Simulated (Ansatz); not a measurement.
System: VO$_{3}$, charge 0, multiplicity 2. The spin state was set by rule; other spins were not relaxed. SMILES: [O]=[V]1[O][O]1
Geometry: optimised at B3LYP-D3(BJ)/def2-TZVP (Ansatz, a quantum-chemistry and plane-wave program).

Parts of the frozen-core correlation energy in def2-SVPD (Ansatz, hartree). Frozen orbitals: 12; correlated occupied orbitals by spin: 12 and 11; virtual: 79 and 80. UHF or UKS for open shells. Spin-orbit coupling is left out. Non-relativistic.

| term | value |
|---|---|
| reference (HF) | -1167.04151 |
| MP2 opposite-spin | -0.50442 |
| MP2 same-spin | -0.21831 |
| CCSD correlation | -0.76128 |
| (T) | -0.05061 |
| T1 diagnostic | 0.089 |
| largest doubles amplitude | 0.046 |
| <S^2> of the reference | 1.309 |
